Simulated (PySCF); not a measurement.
SMILES Cl[SiH](C[Si](C)(C)C)Cl, GFN2-xTB optimised geometry.

```
20

Si     0.18     1.36     0.00
Cl     2.20     1.36     0.00
Cl    -0.45     3.29     0.00
C     -0.47     0.48    -1.54
Si    -0.25    -1.43    -1.61
C      1.60    -1.88    -1.54
C     -1.17    -2.21    -0.13
C     -1.01    -2.04    -3.25
H     -0.26     0.77     1.26
H      0.01     0.90    -2.42
H     -1.53     0.70    -1.64
H      1.75    -2.96    -1.62
H      2.15    -1.41    -2.34
H      2.05    -1.56    -0.60
H     -2.20    -1.87    -0.08
H     -1.19    -3.29    -0.20
H     -0.70    -1.95     0.81
H     -2.07    -1.80    -3.31
H     -0.92    -3.12    -3.34
H     -0.52    -1.59    -4.10
```

Density from B3LYP/def2-SVP in PySCF 2.14.0 at that geometry.

Minimum of the electron density along straight lines between bonded atoms, close to the bond critical point (lines longer than 1.1 times the sum of covalent radii, or with two minima, are not listed):

| bond | length / Å | ρ at the minimum / e bohr⁻³ | ∇²ρ there / e bohr⁻⁵ | position (fraction from the first atom) |
|---|---|---|---|---|
| Si1–Cl2 | 2.021 | 0.097 | 0.32 | 0.37 |
| Si1–Cl3 | 2.028 | 0.097 | 0.30 | 0.37 |
| Si1–C4 | 1.891 | 0.115 | 0.29 | 0.38 |
| C4–Si5 | 1.923 | 0.104 | 0.30 | 0.62 |
| Si5–C6 | 1.903 | 0.111 | 0.32 | 0.38 |
| Si5–C7 | 1.906 | 0.110 | 0.32 | 0.38 |
| Si5–C8 | 1.908 | 0.110 | 0.31 | 0.38 |
| Si1–H9 | 1.457 | 0.122 | 0.34 | 0.49 |
| C4–H10 | 1.091 | 0.267 | -0.92 | 0.62 |
| C4–H11 | 1.090 | 0.268 | -0.93 | 0.62 |
| C6–H12 | 1.086 | 0.272 | -0.97 | 0.62 |
| C6–H13 | 1.086 | 0.272 | -0.97 | 0.62 |
| C6–H14 | 1.085 | 0.274 | -0.99 | 0.63 |
| C7–H15 | 1.086 | 0.272 | -0.97 | 0.62 |
| C7–H16 | 1.085 | 0.272 | -0.97 | 0.62 |
| C7–H17 | 1.085 | 0.273 | -0.97 | 0.62 |
| C8–H18 | 1.086 | 0.272 | -0.97 | 0.62 |
| C8–H19 | 1.086 | 0.272 | -0.97 | 0.62 |
| C8–H20 | 1.086 | 0.272 | -0.97 | 0.62 |
